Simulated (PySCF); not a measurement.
Al(GeH3)(H)(OMe) (CH7AlGeO), SMILES C[O][AlH][GeH3]. Heavy atoms are numbered as in [AlH:1]([GeH3:2])[O:7][CH3:8]. Hydrogens are named by the atom that carries them.

Geometry: B3LYP-D3(BJ)/def2-SVP. The structure was generated by enumeration; whether it is a known compound was not checked. The values are those of a single conformer.

Method: PBE0/pcSseg-1 (PySCF).

GIAO shieldings, no solvent; atoms alike by connectivity are averaged. δ = σ(ref) − σ: ⁷³Ge against GeH4 (σ = 1658.3 ppm); ¹H against TMS (σ = 31.56 ppm); ¹⁷O against H2O (σ = 334.2 ppm); ¹³C against TMS (σ = 186.3 ppm), references at their B3LYP-D3(BJ)/def2-TZVP geometries, non-relativistic.

| nucleus | atoms | count | δ (ppm) |
|---|---|---|---|
| ⁷³Ge | Ge2 (GeH3) | 1 | -107.8 |
| ¹H | H on Al1 | 1 | 5.21 |
| ¹H | H on C8 | 3 | 4.40 |
| ¹H | H on Ge2 | 3 | 3.42 |
| ¹⁷O | O7 | 1 | 105.1 |
| ¹³C | C8 (CH3) | 1 | 57.9 |
